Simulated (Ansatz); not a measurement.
Start from `FC(F)(F)[SiH3]` and change one atom or group to get `N#CC(F)(F)F`.

Ansatz, PBE0-D4/def2-TZVP geometries, multiplicity 1. 

```json
{"property": "HOMO energy (PBE0/def2-TZVPP) / eV", "`FC(F)(F)[SiH3]`": "-9.63"}
{"property": "size of the dipole moment (PBE/def2-TZVPP) / D", "`FC(F)(F)[SiH3]`": "1.91"}
{"property": "zero-point energy (PBE0-D4/def2-TZVP) / kJ/mol", "`FC(F)(F)[SiH3]`": "101.9"}
{"property": "HOMO–LUMO gap (ωB97M-V/def2-TZVPP) / eV", "`FC(F)(F)[SiH3]`": "13.65"}
{"property": "HOMO energy (PBE/def2-TZVPP) / eV", "`FC(F)(F)[SiH3]`": "-8.05"}
{"property": "size of the dipole moment (B3LYP/def2-TZVPP) / D", "`FC(F)(F)[SiH3]`": "2.17"}
```

**Question.** Give the same properties after the change, and the shifts. (An estimate is asked.)

**Answer.** Computed: 
| property | `N#CC(F)(F)F` | shift |
| --- | --- | --- |
| HOMO energy (PBE0/def2-TZVPP) / eV | -11.13 | -1.50 |
| size of the dipole moment (PBE/def2-TZVPP) / D | 1.48 | -0.43 |
| zero-point energy (PBE0-D4/def2-TZVP) / kJ/mol | 60.4 | -41.5 |
| HOMO–LUMO gap (ωB97M-V/def2-TZVPP) / eV | 15.07 | 1.42 |
| HOMO energy (PBE/def2-TZVPP) / eV | -9.62 | -1.57 |
| size of the dipole moment (B3LYP/def2-TZVPP) / D | 1.40 | -0.77 |

With PBE0 the HOMO falls by 1.50 eV and the LUMO falls by 0.86 eV, so the gap widens by about 0.64 eV. PBE moves the HOMO by -1.57 eV and ωB97M-V by -1.57 eV. The zero-point energy changes by -41.5 kJ/mol with -6 modes. Dipoles are sizes alone; their direction can turn.

B3LYP here is the variant with VWN-RPA as its local correlation; programs differ in this.
